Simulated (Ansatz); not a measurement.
`[CH3][GeH][CH3]` radical. Charge 0, multiplicity 2.

Cartesian coordinates in Å:
```
C 0.944 -0.178 1.317
Ge -0.106 -0.919 -0.167
C -1.135 0.494 -1.061
H 1.629 0.585 0.937
H 1.528 -0.959 1.804
H 0.286 0.281 2.055
H 0.836 -1.614 -1.187
H -1.818 0.970 -0.356
H -0.452 1.254 -1.452
H -1.713 0.085 -1.890
```

Problem. What are the harmonic wavenumbers in cm⁻¹ at PBE0-D4/def2-TZVP (Ansatz, finite differences of forces, unscaled)? (An estimate is asked.)

Solution. Computed: 113, 122, 169, 467, 576, 591, 604, 709, 832, 848, 848, 1242, 1251, 1442, 1448, 1449, 1458, 2066, 3051, 3051, 3137, 3137, 3160, 3160.

Problem. Is this a minimum?

Solution. Yes, all 24 modes are real.

Problem. Give the ideal-gas thermochemistry at 298.15 K and 1 bar (rigid rotor, harmonic oscillator; point group Cs, symmetry number 1).

Solution. Zero-point energy 209.0 kJ/mol; H(298) − E = 227.1 kJ/mol; entropy 324.2 J/(mol·K), of which translation 166.7, rotation 102.2, vibration 49.5, electronic 5.8; G(298) − E = 130.4 kJ/mol.
